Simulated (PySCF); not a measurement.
ClFH2Se2Si. Atoms are numbered in the order given.

```xyz
7

F     -1.1007    -0.7705    -1.5685
Si    -0.4764    -0.1535    -0.2091
Cl    -2.0151     0.0998     1.1141
Se     0.4773     1.7630    -0.8763
Se     0.9292    -1.5627     0.8142
H      1.0649     1.9789     0.4499
H      1.9445    -1.4023    -0.2331
```

Geometry optimised at ωB97X-D3(BJ)/def2-SVP. One conformer was computed; it need not be the lowest.

Level of theory: ωB97X-D3(BJ)/def2-SVP in PySCF.

Frequencies are harmonic and unscaled.

```tsv
mode	ν (cm⁻¹)	IR (km/mol)	Raman (Å⁴/amu)	depolarisation	moving atoms (share of kinetic energy)
1	92	0.0	3.5	0.66	Se 58 %, Cl 15 %, F 12 %, H 8 %
2	121	1.1	1.8	0.69	Cl 55 %, Se 27 %, F 13 %
3	166	5.0	2.3	0.41	Cl 27 %, Si 24 %, Se 23 %, F 19 %
4	178	12.8	2.5	0.65	H 83 %, Se 9 %
5	207	10.6	3.6	0.75	F 48 %, Se 23 %, H 14 %, Cl 10 %
6	217	13.5	4.6	0.63	F 46 %, H 24 %, Se 24 %
7	259	2.9	5.3	0.49	H 63 %, F 20 %, Se 11 %
8	346	8.3	8.5	0.04	Se 28 %, Si 26 %, Cl 25 %, F 21 %
9	530	151.0	2.2	0.75	Si 79 %, Se 12 %, H 8 %
10	598	167.6	4.7	0.55	Si 54 %, Cl 32 %, H 12 %
11	691	7.4	9.5	0.67	H 94 %
12	710	39.1	5.0	0.75	H 77 %, Si 15 %
13	922	118.5	1.3	0.09	F 54 %, Si 45 %
14	2498	4.9	124.8	0.34	H 99 %
15	2503	4.1	102.9	0.30	H 99 %
```
